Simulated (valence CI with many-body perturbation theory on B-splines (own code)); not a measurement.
Pr²⁰⁺: one-electron terms

Level of theory: valence CI with perturbative core correlation (CI+MBPT): three valence electrons over a frozen Dirac-Fock core [Kr], a basis of 9 s, 9 p, 10 d, 8 f, 5 g, 3 h, 1 i functions for each j, with the one-electron correlation potential Σ1 (screened to all orders), the two-electron term Σ2, the three-electron term Σ3, Breit, model QED; selected single and double excitations, second order for the rest (own B-spline code, finite nucleus).

No measured levels were compared; by estimate terms of the open shell hold to 2 to 4 % of their energy, and close levels can change places. Only levels of the ground parity were solved; by the run's estimate the other parity begins above the list, which can be wrong where configurations are misplaced.

These are the spectroscopic orbitals of the CI (the correlating ones are not listed), shaped by the core and the other valence electrons. h is the expectation value of the core's Dirac-Fock operator, without the valence repulsion; Σ1 is computed up to l = 3 at one energy for each symmetry, that of its lowest orbital but kept below the first core excitation, so for empty shells it is not the orbital's own correlation shift; Breit and QED include the response of the core.

```tsv
Orbital	h (hartree)	Σ1 (cm⁻¹)	Breit (cm⁻¹)	QED (cm⁻¹)	⟨r⟩ (bohr)
5s1/2	-16.857	-10689	1345	1087	1.083
6s1/2	-10.657	-3976	682	551	1.708
7s1/2	-7.3642	-2004	387	316	2.478
5p1/2	-15.826	-9946	2091	-49.9	1.117
6p1/2	-10.123	-3927	1090	-25.0	1.762
7p1/2	-7.0524	-2034	632	-14.3	2.552
5p3/2	-15.464	-9183	1256	60.3	1.146
6p3/2	-9.9389	-3706	662	32.2	1.796
7p3/2	-6.9451	-1937	410	19.0	2.592
4d3/2	-24.332	-20168	1986	-318	0.6266
5d3/2	-13.767	-8320	795	-97.3	1.200
6d3/2	-9.055	-3780	422	-50.0	1.893
4d5/2	-24.142	-19745	935	-205	0.6326
5d5/2	-13.692	-8241	418	-56.4	1.207
6d5/2	-9.0155	-3748	225	-28.8	1.902
4f5/2	-19.512	-37706	-76.3	-214	0.6355
5f5/2	-11.878	-8288	61.7	-70.6	1.266
4f7/2	-19.48	-35518	-561	-185	0.6376
5f7/2	-11.863	-8164	-133	-58.6	1.268
5g7/2	-10.757		-71.5	-20.3	1.242
5g9/2	-10.754		-100	-16.9	1.242
```

Among the shells of the start configuration 4d3, Σ1 is largest in size for 4d3/2, where it is 0.38 % of h.

Lowest root of each symmetry, sizes in configuration state functions:

| J | Parity | Roots | Reference | Variational | Second order | Change by selected CI (cm⁻¹) | Change by second order (cm⁻¹) |
| --- | --- | --- | --- | --- | --- | --- | --- |
| 1/2 | even | 2 | 40 | 3600 | 4871 | -2407 | -2 |
| 3/2 | even | 5 | 70 | 6894 | 8511 | -1971 | -1 |
| 5/2 | even | 5 | 84 | 8319 | 15876 | -1571 | -1 |
| 7/2 | even | 3 | 80 | 7754 | 23619 | -1824 | -2 |
| 9/2 | even | 3 | 68 | 6921 | 18053 | -2292 | -3 |
| 11/2 | even | 1 | 44 | 4821 | 16497 | -2844 | -4 |
